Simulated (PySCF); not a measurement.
Ge(Me)3(SH), SMILES [Ge]([CH3])([SH])([CH3])[CH3] (GFN2-xTB optimised geometry):

```
15

C     -0.944     0.678     0.000
Ge    -0.309    -1.215     0.000
C     -0.854    -2.167    -1.655
C     -0.944    -2.166     1.636
S      1.936    -1.215     0.000
H     -2.027     0.702    -0.056
H     -0.636     1.193     0.906
H     -0.542     1.215    -0.854
H     -0.465    -3.181    -1.657
H     -1.937    -2.213    -1.726
H     -0.472    -1.655    -2.533
H     -2.028    -2.225     1.631
H     -0.634    -1.644     2.537
H     -0.544    -3.175     1.670
H      2.027    -0.553     1.144
```

Method: B3LYP/def2-TZVP (PySCF).

What are the frontier orbital energies and the dipole moment?

HOMO-2 -8.36 eV, HOMO-1 -8.06 eV, HOMO -6.64 eV, LUMO 0.27 eV, LUMO+1 0.65 eV; dipole moment 1.98 D.

On the same geometry PBE/def2-TZVP (PySCF) gives HOMO-2 -7.37 eV, HOMO-1 -7.10 eV, HOMO -5.66 eV, LUMO -0.24 eV, LUMO+1 -0.02 eV; dipole moment 1.97 D.

Meta-Löwdin charges at B3LYP/def2-TZVP: C1 -0.55, Ge2 0.77, C3 -0.55, C4 -0.55, S5 -0.33, H6 0.12, H7 0.12, H8 0.13, H9 0.13, H10 0.12, H11 0.13, H12 0.12, H13 0.12, H14 0.13, H15 0.09.
